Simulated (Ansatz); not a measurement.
```yaml
crystal:
  periodic: [false, false, false]
  atoms:
    - {symbol: Al, position_ang: [-0.467302, -1.311541, -0.288214]}
    - {symbol: Al, position_ang: [0.853446, -0.611123, 1.782830]}
    - {symbol: Al, position_ang: [-0.802113, 0.755281, -1.751140]}
    - {symbol: Si, position_ang: [0.415969, 1.167373, 0.256514]}
basis:
  gaussian: {orbitals: 6-31G}
magnetization: {spin_polarized: true, initial_magnetization: 1}
hamiltonian: {xc: {name: wB97X}, pseudopotentials: {relativity: none}}
scf: {omitted_lower_state_checks: [starts]}
output: {forces: true}
```

```sh
$ ansatz run in.yaml --threads 4 --pin off --events-out ev --progress --plain --max-ram 3916MiB
```

It prints (some lines left out):

```
Functional definition: wB97X
554 factors; integrals over basis functions are off by at most 9.1e-5 eV
271 factors; integrals over basis functions are off by at most 5.0e-6 eV
mean field evaluation 1: about -27660.1435 eV, gradient 9.8e0 eV
mean field evaluation 2: about -27660.2188 eV, gradient 1.0e1 eV
mean field evaluation 4: about -27661.3003 eV, gradient 5.4e-1 eV
mean field evaluation 8: about -27661.3213 eV, gradient 7.7e-2 eV
mean field evaluation 16: about -27661.3222 eV, gradient 1.4e-2 eV
mean field evaluation 32: about -27661.3547 eV, gradient 6.4e-4 eV
mean field -27661.35474433 eV, -1016.5360373144 hartree, gradient 1.8e-5 eV, S^2 1.071503; 0 other end points of the search recorded, 0 dependent functions left out
reference -27661.35472205 eV, -1016.5360364958 hartree; 27, 26 occupied and 25, 26 virtual orbitals, 554 factors
Total energy: -27661.35472205 eV, -1016.5360364958 hartree
Atom 0 at    -0.467302    -1.311541    -0.288214 Å, force    -0.223711    -0.428866    -0.221112 eV/Å
Atom 1 at     0.853446    -0.611123     1.782830 Å, force     0.206980    -0.032116     0.383826 eV/Å
Atom 2 at    -0.802113     0.755281    -1.751140 Å, force    -0.171595     0.088330    -0.344037 eV/Å
Atom 3 at     0.415969     1.167373     0.256514 Å, force     0.188327     0.372652     0.181322 eV/Å
Dipole moment:    -0.045178    -0.140950    -0.021900 e Å
Checks for a lower state left out: starts
```

Hardware: 4 threads of Intel Xeon 6975P-C on a shared host. Wall time 2.6 s.

The charge 0 doublet is spin-contaminated (final ⟨S²⟩ up to 1.07, 0.75 for a pure state).
